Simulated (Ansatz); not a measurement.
Reactions of Cl3H3O2Si2 (`O[Si](O)(Cl)[SiH](Cl)Cl`).

Program: Ansatz. Geometries: PBE0-D4/def2-TZVP. ΔE: electronic, gas phase. CBS: MP2 limit from def2 TZ/QZ plus the TZ coupled-cluster correction, frozen cores. This one scheme is used for every species, atoms too. DFT in def2-TZVPP. B3LYP here is the variant with VWN-RPA as its local correlation; programs differ in this. No spin–orbit coupling; open shells (•) take unrestricted orbitals. Spin–orbit coupling would lower the free atoms: a little for Cl, O, Si. def2 core potentials past Kr. Bonds to Ge, I are less sure, by a few kJ/mol each and by 10 to 20 or more in all where they break to atoms, as the def2 sets lack core-valence functions. Scalar relativity is left out up to krypton. Each species was taken in one conformer, which may not be the lowest.

| reaction | CCSD(T)/CBS(def2) (kcal/mol) |
| --- | --- |
| `O[Si](O)(Cl)[SiH](Cl)Cl` + `[F][GeH2][Cl]` → `O[Si](O)(Cl)[GeH2][Cl]` + `F[SiH](Cl)Cl` | -25.3 |
| `O[Si](O)(Cl)[SiH](Cl)Cl` + `Cl[SiH2][O][GeH3]` → `Cl[SiH](Cl)[O][GeH3]` + `O[Si](O)(Cl)[SiH2]Cl` | -3.1 |
| `O[Si](O)(Cl)[SiH](Cl)Cl` → 3 Cl• + 3 H• + 2 O• + 2 Si• | 870.7 |
| `O[Si](O)(Cl)[SiH](Cl)Cl` → `O[Si]O` + trichlorosilane | 33.0 |
| `O[Si](O)(Cl)[SiH](Cl)Cl` → `O[Si](O)Cl`• + `Cl[SiH]Cl`• | ? |
| `O[Si](O)(Cl)[SiH](Cl)Cl` + HCl → `O[Si](O)(Cl)Cl` + dichlorosilane | ? |
| `O[Si](O)(Cl)[SiH](Cl)Cl` + `Cl[SiH2]I` → `Cl[SiH](Cl)I` + `O[Si](O)(Cl)[SiH2]Cl` | ? |
| `O[Si](O)(Cl)[SiH](Cl)Cl` → `O[SiH](Cl)Cl` + `O[Si]Cl` | 30.9 |
| `O[Si](O)(Cl)[SiH](Cl)Cl` + `[SiH]S` → `O[Si](O)(Cl)[SiH2]Cl` + `S[Si]Cl` | -7.5 |
| `O[Si](O)(Cl)[SiH](Cl)Cl` → `O[Si](O)(Cl)Cl` + `[SiH]Cl` | 44.3 |

Question: Fill in the missing values. (Best estimate.)

Answer: Ansatz gave: `O[Si](O)(Cl)[SiH](Cl)Cl` → `O[Si](O)Cl`• + `Cl[SiH]Cl`•: +82.4 kcal/mol; `O[Si](O)(Cl)[SiH](Cl)Cl` + HCl → `O[Si](O)(Cl)Cl` + dichlorosilane: -25.6 kcal/mol; `O[Si](O)(Cl)[SiH](Cl)Cl` + `Cl[SiH2]I` → `Cl[SiH](Cl)I` + `O[Si](O)(Cl)[SiH2]Cl`: +0.4 kcal/mol.

Largest T1 diagnostic: 0.016, for `[SiH]S`.
